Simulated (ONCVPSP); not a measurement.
manganese: one change to an ONCV potential, before and after

* Element: Mn (Z = 25)
* Generator: ONCVPSP 4.0.1
* Type: optimised norm-conserving Vanderbilt (ONCV)
* Functional: PBE
* Relativity: scalar-relativistic
* Frozen core: [Ne]
* Valence charge: 15
* Reference configuration: 3s2 3p6 3d5 (charge +2)
* Partial waves: 3s: rc 1.10 bohr, ncon 3, nbas 7, qcut 9.3 1/bohr, 2 projectors, debl 1.8 Ha; 3p: rc 1.40 bohr, ncon 5, nbas 8, qcut 11.2 1/bohr, 3 projectors, debl 1.7 Ha; 3d: rc 1.70 bohr, ncon 5, nbas 9, qcut 11.1 1/bohr, 3 projectors, debl 3.8 Ha
* Local potential: polynomial inside 0.85 bohr (lpopt 5, dvloc0 -1 Ha)
* Core correction: none

In the s channel the program set the typed energies aside and used -3.811, 0.250 Ha. In the p channel the program set the typed energies aside and used -2.662, 0.250, 1.950 Ha.

Change: p: qcut 6.5.

Cutoffs: the cutoffs (Ha) at which the residual kinetic energy of the hardest occupied pseudo-wave falls to 1 and 0.1 mHa per electron; they do not see the model core or the augmentation charge, which bear on the density cutoff. Errors are all-electron minus pseudo energies relative to the spin-unpolarised reference configuration.

Task: Predict the effect on cutoff, ghosts and configuration errors.

Result: The potential gets harder (43 Ha and 49 Ha → 63 Ha and 91 Ha); a bound ghost appears in p, which as a rule spoils a file; the errors of the 4 common tests hardly move.

```csv
quantity,base,changed
"cutoff, loose",43 Ha,63 Ha
"cutoff, tight",49 Ha,91 Ha
loose cutoff by channel,"s 35 Ha, p 29 Ha, d 43 Ha","s 35 Ha, p 63 Ha, d 43 Ha"
bound ghosts,none,p
GHOST(+) flags under 300 eV,none,none
"error for 3s2 3p6 3d5 4s2, meV [ΔE -24.02 eV]",+6.9,+6.9
"error for 3s2 3p6 3d5 4s1, meV [ΔE -15.60 eV]",+2.7,+2.7
"error for 3s2 3p6 3d4, meV [ΔE 32.52 eV]",+51,+50
"error for 3s1 3p6 3d5 4s2, meV [ΔE 69.49 eV]",-118,-123
s: phases at 1.12 bohr within 0.05 rad from the reference energy up to (Ha; the scan ends near 5),to the end of the scan,to the end of the scan
p: phases at 1.42 bohr within 0.05 rad from the reference energy up to (Ha; the scan ends near 5),to the end of the scan,to the end of the scan
d: phases at 1.73 bohr within 0.05 rad from the reference energy up to (Ha; the scan ends near 5),to the end of the scan,to the end of the scan
```

 A true bound ghost makes a file unfit for plane-wave use even where its test errors are small: the radial tests pick states by their node count and pass the ghost by.
